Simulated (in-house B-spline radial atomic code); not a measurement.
Ca⁺. Computed with a B-spline radial atomic code. Model: all-electron spherical atom, spin shells full or empty, radial basis limit, no spin-orbit coupling, Breit or QED, empty-state partial waves extrapolated as (l+1/2)^-4, RPA, G0W0 and static COHSEX of the highest shell as one setting changes (uncorrelated shells keep exact exchange).

In a row where one electron alone is correlated, RPA and GW hold only self-correlation.

Given: element Ca; charge 1; filled core Ar; hamiltonian one-electron scalar X2C; mean-field start PBE; highest l of empty states 9; nuclear rms radius 3.4776 fm; highest mean-field shell 4s up.

Shell: 4s 1 0 (electrons up and down).

```tsv
lowest nl shells left uncorrelated	RPA correlation energy (hartree)	G0W0 level (eV)	G0W0 minus most complete (meV)	COHSEX level (eV)
0	-1.208	-12.36	0	-14.165
1	-1.0703	-12.36	0.3	-14.164
2	-0.91594	-12.363	-2.8	-14.171
3	?	?	?	?
4	?	?	?	?
5	-0.02373	-11.95	410.4	-13.593
```

(1) What follows for lowest nl shells left uncorrelated = 3?

(2) What follows for lowest nl shells left uncorrelated = 4?

Results:

(1) RPA correlation energy -0.50377 hartree; G0W0 level -12.346 eV; G0W0 minus most complete 13.8 meV; COHSEX level -14.142 eV.

(2) RPA correlation energy -0.36571 hartree; G0W0 level -12.347 eV; G0W0 minus most complete 13.5 meV; COHSEX level -14.141 eV.
